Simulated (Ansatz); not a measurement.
`CCCCC(=O)CC` at its PBE0-D4/def2-TZVP geometry, where that method's forces vanish. Charge 0, multiplicity 1.

```csv
atom,x (Å),y (Å),z (Å)
C1,3.238,-0.219,-0.495
C2,1.924,-0.635,0.142
C3,0.765,-0.595,-0.840
C4,-0.568,-1.043,-0.236
C5,-1.015,-0.138,0.886
O6,-0.937,-0.471,2.044
C7,-1.595,1.205,0.500
C8,-3.113,1.098,0.374
H9,4.060,-0.258,0.223
H10,3.497,-0.874,-1.332
H11,3.184,0.802,-0.882
H12,2.012,-1.648,0.551
H13,1.707,0.012,0.998
H14,0.990,-1.242,-1.695
H15,0.667,0.418,-1.249
H16,-1.335,-1.044,-1.019
H17,-0.479,-2.055,0.164
H18,-1.166,1.552,-0.444
H19,-1.335,1.920,1.283
H20,-3.402,0.381,-0.399
H21,-3.552,0.772,1.319
H22,-3.547,2.064,0.110
```

Question: For each bond, give half the difference of the two atoms' forces along it (eV/Å; positive pushes the atoms apart) under PBE-D4, r2SCAN-D4, B3LYP-D4, ωB97M-V in def2-TZVPP. (An estimate is asked.)

Answer: Computed: 
```
  bond  length (Å)  PBE-D4  r2SCAN-D4  B3LYP-D4  ωB97M-V
C1–H11       1.094    0.11      -0.03     -0.06    -0.08
 C2–C3       1.520    0.01       0.08      0.14     0.12
C2–H12       1.096    0.11      -0.04     -0.10    -0.11
 C3–C4       1.531    0.02       0.13      0.15     0.11
C3–H14       1.095    0.11      -0.05     -0.11    -0.11
 C4–C5       1.509   -0.19      -0.05      0.02     0.06
C4–H16       1.096    0.08      -0.05     -0.11    -0.10
C4–H17       1.092    0.11      -0.05     -0.10    -0.10
 C5–O6       1.208    0.99       0.39      0.22     0.10
 C7–C8       1.527    0.03       0.16      0.21     0.16
C7–H18       1.094    0.08      -0.07     -0.10    -0.10
C7–H19       1.092    0.11      -0.05     -0.10    -0.11
C8–H21       1.091    0.11      -0.04     -0.07    -0.08
C8–H22       1.091    0.09      -0.04     -0.08    -0.08
```

B3LYP here is the variant with VWN-RPA as its local correlation; programs differ in this.
